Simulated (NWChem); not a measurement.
NiClF, triplet; SMILES [F][Ni][Cl]

Computed with NWChem. Spin-unrestricted. Geometry: optimised at PBE0/def2-SVP, spin-unrestricted. This spin state was assumed; another may lie lower. No stability test was run on the SCF state. Level B3LYP/def2-SVP: energy and gradient on several grids; changes count from the extra-fine grid, which is no exact limit either.

```csv
grid,size of the energy change (μHa),largest change of a gradient component (μHa/bohr)
xcoarse,1000,5000
coarse,40,300
medium,< 10,70
fine,< 10,< 30
xfine,< 10,< 30
```
